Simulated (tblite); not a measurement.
Run record: tight-binding relaxation, `C#C[C@@H](C#CC)[Si](F)(P)P`.

Computed with GFN2-xTB geometry optimisation, gas phase (tblite 0.8.0). Start geometry: from a force field or distance geometry. The input is one job of a driver script: a line of settings, then coordinates in Å.

Command:
```bash
OMP_NUM_THREADS=1 python probes_run.py task.json out
```

Input:
```
{"job": {"kind": "relax", "xc": "GFN2-xTB", "basis": "xTB"}, "charge": 0, "multiplicity": 1}
C     -0.012300    -1.953000     2.803900
C     -0.048200    -0.990200     2.066500
C     -0.047900     0.185700     1.187300
C      1.078700     0.164300     0.224800
C      2.004000     0.131200    -0.525700
C      3.127600     0.102100    -1.468300
Si    -1.723100     0.418200     0.309900
F     -2.886300     0.520900     1.414200
P     -2.184300    -1.272500    -1.059900
P     -1.789400     2.296600    -0.869600
H      0.000100    -2.798800     3.450500
H      0.069100     1.072200     1.821400
H      3.487700     1.116300    -1.662900
H      2.843400    -0.355400    -2.417900
H      3.960800    -0.467200    -1.050100
H     -1.902400    -2.311100    -0.138800
H     -0.929700    -1.311900    -1.701200
H     -3.175700     2.273600    -1.136700
H     -1.882000     3.188200     0.228400
```

**Question.** Estimate the output.

**Answer.** 
```
step      E/eV     max force
  0    -784.63271    1.761
  1    -784.61799    3.953
  2    -784.74681    0.783
  3    -784.76297    1.544
  4    -784.79115    1.162
  5    -784.80997    0.572
  6    -784.82817    0.292
  7    -784.83223    0.209
  8    -784.83799    0.139
  9    -784.84101    0.158
... (222 lines left out)
232    -784.92823    0.025
233    -784.92834    0.025
234    -784.92845    0.018
235    -784.92856    0.019
236    -784.92865    0.017
237    -784.92872    0.022
238    -784.92876    0.012
239    -784.92879    0.011
240    -784.92882    0.012
241    -784.92884    0.010
```

«max force» is the largest atomic force in eV/Å.

**Question.** From which step on does the largest force stay under 0.1 eV/Å, and how much energy is left to gain from there?

**Answer.** From step 194 (0.042 eV/Å), 11.2 meV above the end.

Summary of the converged run: energy lowered by 6.8 kcal/mol over 241 steps; largest atomic force 0.010 eV/Å at the end.

Hardware: an Arm Neoverse V1 with one thread (shared host). Cost: 2.8 s of wall time.
Labels such as C1 count atoms from 1, the log's own numbers from 0.
